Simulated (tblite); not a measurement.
Species: C6H14SSi2.
Numbering: `[CH3:1][C@:2]1([SH:3])[C@H:4]2[CH2:5][C@:6]1([CH3:7])[SiH2:8][SiH2:9]2` (hydrogens: H10, H11, H12 on C1; H13 on S3; H14 on C4; H15, H16 on C5; H17, H18, H19 on C7; H20, H21 on Si8; H22, H23 on Si9)

Computed with GFN2-xTB (tblite), gas phase: L-BFGS steps from a force-field or distance-geometry start until the largest atomic force falls under 0.01 eV/Å.

Geometry at step 1:
```
atom  x, y, z in Å
C1      1.8178   -1.0523   -0.0174
C2      0.9167    0.1656   -0.3317
S3      1.8446    1.1236   -1.6868
C4      0.4271    1.1756    0.7643
C5     -0.7966    1.4713   -0.1497
C6     -0.6106    0.0148   -0.6748
C7     -1.1908   -0.4850   -2.0063
Si8    -1.5095   -1.1731    0.9440
Si9    -0.2919    0.1899    2.3938
H10     2.8049   -0.7342    0.3351
H11     1.9538   -1.6718   -0.9089
H12     1.4053   -1.7010    0.7551
H13     2.9160    1.4674   -0.9636
H14     1.0828    2.0153    1.0727
H15    -0.6388    2.2762   -0.8923
H16    -1.7563    1.7196    0.3414
H17    -0.8999   -1.5229   -2.1843
H18    -2.2856   -0.4428   -1.9886
H19    -0.8524    0.1117   -2.8471
H20    -1.0348   -2.5821    0.7858
H21    -2.9925   -0.9413    0.8907
H22     0.8051   -0.5011    3.1275
H23    -1.1193    1.1035    3.2512
```

**Question.** Give the atomic forces at this geometry.

**Answer.** 
```csv
atom,Fx (eV/Å),Fy (eV/Å),Fz (eV/Å)
C1,-0.366,0.328,0.011
C2,-0.550,-0.038,0.403
S3,-0.413,-0.202,0.192
C4,-0.206,-0.425,0.585
C5,-0.033,-0.427,0.206
C6,-0.489,-0.685,1.142
C7,0.335,0.272,0.440
Si8,0.949,1.117,-1.174
Si9,0.166,0.327,-1.115
H10,-0.206,0.100,-0.156
H11,-0.051,0.284,0.041
H12,-0.205,0.177,0.010
H13,-0.183,-0.122,0.085
H14,-0.237,-0.411,-0.492
H15,0.282,-0.574,0.180
H16,0.361,-0.267,-0.060
H17,0.031,0.159,0.082
H18,0.267,0.060,0.132
H19,0.146,0.129,-0.104
H20,-0.451,0.394,-0.017
H21,0.590,-0.324,-0.106
H22,-0.279,0.404,-0.043
H23,0.542,-0.275,-0.242
```

The largest, 1.88 eV/Å, acts on Si8; the rms over all components is 0.419 eV/Å. The forces sum to zero within rounding, as they must for an isolated molecule in no field.

**Question.** Give the force on Si8 in Eh/bohr and in nN.

**Answer.** 1.878 eV/Å ÷ 51.422 = 0.03652 Eh/bohr, and 1.878 eV/Å × 1.602 = 3.01 nN.

**Question.** How far is this geometry from the end of the optimisation?

**Answer.** 0.835 eV above it, and 0.156 Å rms away after alignment. The bonds farthest from their final lengths, with half the difference of the two atoms' forces along the bond (positive lengthens):

```
   bond  now (Å)  final (Å)  force along bond (eV/Å)
 C6–Si8    2.200      1.929                    -1.63
 C4–Si9    2.036      1.917                    -0.93
Si9–H23    1.501      1.466                    -0.04
  C2–S3    1.901      1.866                    +0.07
Si8–H21    1.502      1.467                    +0.05
  C2–C4    1.569      1.535                    -0.11
```

The angle farthest from its final value is H20–Si8–H21, 117.1° against 107.1°.

Of the 6 listed bonds off by 0.010 Å or more, this force points towards the final length in 4.

The cost below is that of the whole relaxation. Time: 0.98 s. Hardware: one thread of an Arm Neoverse N1, on a shared host.
